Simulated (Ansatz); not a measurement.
Gas-phase electronic energies from Ansatz, PBE0-D4/def2-TZVP geometries. CCSD(T)/CBS is the MP2 limit (def2-TZVPP, def2-QZVPP) plus CCSD(T) − MP2 in def2-TZVPP, frozen cores. Functionals use def2-TZVPP. HSE06 is defined as in plane-wave codes. One conformer a species, not always the lowest.

`CBOC(C)=O` + `CC=N` → `C/C=N/C(C)=O` + `CBO`  (substitution at a C–O bond)

`CBOC(C)=O`:

Z-matrix (Å, degrees):
```
C
B 1 1.553
H 1 1.095 2 110.5
H 1 1.097 2 109.0 3 114.9
H 1 1.091 2 114.1 3 -123.5
O 2 1.376 1 118.3 3 124.8
H 2 1.196 1 123.2 3 -53.4
C 6 1.369 2 122.6 1 171.2
C 8 1.494 6 111.1 2 153.0
O 8 1.193 6 122.8 2 -29.0
H 9 1.092 8 109.7 6 -60.6
H 9 1.087 8 110.0 6 178.0
H 9 1.092 8 109.5 6 56.6
```

`CC=N`:

Cartesian coordinates in Å:
```
C -0.618 -0.204 -0.499
C 0.406 0.554 0.281
N 1.278 0.093 1.069
H -0.496 -0.015 -1.570
H -0.547 -1.278 -0.318
H -1.624 0.135 -0.234
H 0.390 1.641 0.146
H 1.210 -0.925 1.125
```

`C/C=N/C(C)=O`:

```xyz
13

C    -0.648    0.760   -2.195
C    -0.227    0.755   -0.774
N     0.323   -0.245   -0.230
C     0.755   -0.121    1.102
C     0.336   -1.268    1.972
O     1.451    0.790    1.477
H    -1.724    0.945   -2.272
H    -0.153    1.583   -2.722
H    -0.402   -0.185   -2.677
H    -0.408    1.672   -0.196
H     0.632   -1.082    3.002
H    -0.743   -1.421    1.905
H     0.808   -2.183    1.608
```

`CBO`:

Z-matrix (Å, degrees):
```
C
B 1 1.559
H 1 1.096 2 110.2
H 1 1.092 2 113.4 3 122.1
H 1 1.096 2 110.2 3 -115.8
O 2 1.357 1 119.4 3 -122.1
H 2 1.207 1 121.8 3 57.8
H 6 0.960 2 113.1 1 180.0
```

CCSD(T)/CBS gives -11.2 kJ/mol.

Another level gave -13.4 kJ/mol. Which?
A. HSE06-D4/def2-TZVPP
B. LDA (SPW92)/def2-TZVPP
C. ωB97X-V/def2-TZVPP
D. HF/def2-TZVPP

A. HSE06-D4 -13.4, ωB97X-V -9.1, LDA (SPW92) -17.4, HF/def2-TZVPP -2.2 kJ/mol.

Largest T1 diagnostic among the species: 0.015.

Leaving LDA and LC-ωPBE aside and taking each functional with its dispersion term where it has one, the values, not all of them listed here, spread over 7.3 kJ/mol, from revPBE-D4 to BHLYP-D4. From BLYP to BHLYP (50 % exact exchange), in def2-TZVPP and without D4, ΔE moves by +3.7 kJ/mol. In def2-TZVPP, CCSD(T) changes the Hartree–Fock value by −7.4 kJ/mol (the triples alone add −1.5 kJ/mol) and MP2 by −12.4 kJ/mol.
